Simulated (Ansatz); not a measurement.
Mulliken charges of CH₅GaO (`C[O][GaH2]`) from r2SCAN/def2-TZVPP in Ansatz (PBE0-D4/def2-TZVP geometry).

```tsv
atom	x (Å)	y (Å)	z (Å)	charge (e)
C1	-0.617	0.973	-0.423	0.037
O2	-0.705	-0.273	0.213	-0.407
Ga3	0.703	-1.302	0.579	0.357
H4	-1.200	0.962	-1.351	0.051
H5	0.414	1.256	-0.677	0.040
H6	-1.031	1.754	0.224	0.051
H7	2.094	-0.733	0.143	-0.075
H8	0.342	-2.637	1.290	-0.052
```

**Question.** By hand: the dipole of these point charges (1 e Å = 4.8032 D).

**Answer.** Σ q r = (0.243, 0.063, -0.058) e Å, of length 0.258 e Å = 1.24 D.

**Question.** How does the dipole of the full density compare? (Estimate.)

**Answer.** The calculation gave: (0.194, 0.065, -0.054) e Å, 1.02 D; the point charges give 1.22 times that, at 4° from its direction.

Point charges leave out the atoms' own dipoles, such as those of lone pairs, and Mulliken's split depends on the basis, so the two needn't agree.
